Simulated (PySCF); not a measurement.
From results back to the method.

Species: n-PeOMe, C6H14O.
SMILES: `CCCCCOC`

The closed-shell ground state was solved 5 times with PySCF (density fitting, gas phase), always in the pcSseg-1 basis (189 functions), with these functionals: B97-D, BHandHLYP, HF, LC-wPBE and PBE0. One conformer (not necessarily the lowest) at the PBE0-D3(BJ)/def2-SVP geometry, without solvent, vibrations or thermal averaging.

```csv
row,total energy (Eh),HOMO (eV),LUMO (eV),dipole (D)
P,-312.0126,-5.75,0.85,1.01
Q,-310.1578,-11.34,4.35,1.30
R,-312.0622,-10.05,3.70,1.20
S,-312.0441,-8.86,2.19,1.20
T,-311.8668,-7.30,1.51,1.11
```

**Question.** Which functional belongs to which row?

**Answer.** P = B97-D, Q = HF, R = LC-wPBE, S = BHandHLYP, T = PBE0. By rising HOMO–LUMO gap: B97-D (GGA) 6.60 eV; PBE0 (global hybrid, 25 % exact exchange) 8.81 eV; BHandHLYP (global hybrid, 50 % exact exchange) 11.05 eV; LC-wPBE (range-separated hybrid) 13.75 eV; HF (all exact exchange) 15.69 eV. Total energies of different functionals aren't bounds to one another; each is stationary for its own functional.

The values belong to the conformer `[CH3:1][CH2:2][CH2:3][CH2:4][CH2:5][O:6][CH3:7]`: C1–C2–C3–C4 180°, C2–C3–C4–C5 180°, C3–C4–C5–O6 179°, C4–C5–O6–C7 180°.

Note: B97-D ran without an empirical dispersion term, which enters the total energy and its gradient alone.
